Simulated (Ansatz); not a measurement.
Cost and result for the atomization energy of C$_{6}$H$_{7}$NO, SMILES `Nc1cccc(O)c1` (15 atoms, 15 bonds).

| atom | x (Å) | y (Å) | z (Å) |
| --- | --- | --- | --- |
| N1 | -0.283 | 2.132 | -1.266 |
| C2 | -0.182 | 0.907 | -0.629 |
| C3 | -0.747 | -0.237 | -1.200 |
| C4 | -0.590 | -1.462 | -0.580 |
| C5 | 0.120 | -1.586 | 0.605 |
| C6 | 0.679 | -0.445 | 1.168 |
| O7 | 1.386 | -0.482 | 2.327 |
| C8 | 0.532 | 0.792 | 0.561 |
| H9 | -0.162 | 2.940 | -0.679 |
| H10 | -1.057 | 2.226 | -1.902 |
| H11 | -1.301 | -0.160 | -2.129 |
| H12 | -1.032 | -2.345 | -1.028 |
| H13 | 0.237 | -2.552 | 1.085 |
| H14 | 1.416 | -1.389 | 2.643 |
| H15 | 0.985 | 1.661 | 1.024 |

The species carries charge 0 and has multiplicity 1. The geometry is a stationary point of PBE0-D4/def2-TZVP. It is one conformer, not always the lowest. Program: Ansatz. All runs use 2 threads of an AMD EPYC 7R13 on a shared host and a share of an NVIDIA H100 80 GB. Times are those of one run each, without the atoms' runs, and a repeat can differ threefold. Electronic energies, without spin–orbit coupling; frozen cores. CCSD(T)/CBS adds CCSD(T) − MP2 in def2-TZVPP to the MP2 limit, and its time is that of the two runs behind it. T1 = 0.012; the RHF reference is unstable towards UHF. B3LYP takes the VWN-RPA correlation (the form of Gaussian; ORCA's B3LYP/G). HSE06 is the plane-wave form, built on full-range PBE exchange.

CCSD(T)/CBS is a level of theory with its own doubt, some kJ/mol a heavy atom from the limit and from the frozen cores, so smaller differences don't rank the functionals.

```json
{"level": "PBE0-D4/def2-TZVPP", "functions": "346", "wall time": "7.5 s", "atomization (kJ/mol)": "6997.9", "difference from CCSD(T)/CBS": "134.8", "per bond": "9.0"}
{"level": "PBE-D4/def2-TZVPP (with forces)", "functions": "346", "wall time": "8 s", "atomization (kJ/mol)": "7171.7", "difference from CCSD(T)/CBS": "308.6", "per bond": "20.6"}
{"level": "HSE06-D4/def2-TZVPP", "functions": "346", "wall time": "8 s", "atomization (kJ/mol)": "7004.6", "difference from CCSD(T)/CBS": "141.5", "per bond": "9.4"}
{"level": "r2SCANh-D4/def2-TZVPP", "functions": "346", "wall time": "8.5 s", "atomization (kJ/mol)": "6882.6", "difference from CCSD(T)/CBS": "19.5", "per bond": "1.3"}
{"level": "r2SCAN-D4/def2-TZVPP (with forces)", "functions": "346", "wall time": "9 s", "atomization (kJ/mol)": "6936.3", "difference from CCSD(T)/CBS": "73.2", "per bond": "4.9"}
{"level": "B3LYP-D4/def2-TZVPP (with forces)", "functions": "346", "wall time": "9 s", "atomization (kJ/mol)": "6907.5", "difference from CCSD(T)/CBS": "44.4", "per bond": "3.0"}
{"level": "BHLYP-D4/def2-TZVPP", "functions": "346", "wall time": "10 s", "atomization (kJ/mol)": "6647.1", "difference from CCSD(T)/CBS": "-216.0", "per bond": "-14.4"}
{"level": "CCSD(T)/def2-SVP", "functions": "147", "wall time": "10 s", "atomization (kJ/mol)": "6566.2", "difference from CCSD(T)/CBS": "-296.9", "per bond": "-19.8"}
{"level": "B97M-V/def2-TZVPP", "functions": "346", "wall time": "11 s", "atomization (kJ/mol)": "6913.8", "difference from CCSD(T)/CBS": "50.7", "per bond": "3.4"}
{"level": "ωB97M-V/def2-TZVPP (with forces)", "functions": "346", "wall time": "11 s", "atomization (kJ/mol)": "6911.8", "difference from CCSD(T)/CBS": "48.7", "per bond": "3.2"}
{"level": "MP2/def2-QZVPP", "functions": "666", "wall time": "12 s", "atomization (kJ/mol)": "6994.2", "difference from CCSD(T)/CBS": "131.1", "per bond": "8.7"}
{"level": "CCSD(T)/def2-TZVPP", "functions": "346", "wall time": "14 s", "atomization (kJ/mol)": "6680.0", "difference from CCSD(T)/CBS": "-183.1", "per bond": "-12.2"}
{"level": "CCSD(T)/CBS(def2)", "functions": "–", "wall time": "26 s", "atomization (kJ/mol)": "6863.1", "difference from CCSD(T)/CBS": "0.0", "per bond": "0.0"}
```

From r2SCAN to r2SCAN0 (25 % exact exchange), in def2-TZVPP and without D4, the atomization energy moves by −132.7 kJ/mol: exact exchange takes away binding that semilocal exchange gives to molecules. In def2-TZVPP, CCSD(T) changes the Hartree–Fock value by +1780.1 kJ/mol (the triples alone add +138.5 kJ/mol) and MP2 by +1986.5 kJ/mol; breaking electron pairs costs correlation energy, which Hartree–Fock lacks. Leaving LDA and LC-ωPBE aside and taking each functional with its dispersion term where it has one, the values spread over 524.6 kJ/mol, from BHLYP-D4 to PBE-D4. LDA lies +927.7 kJ/mol from PBE without D4, its usual overbinding.
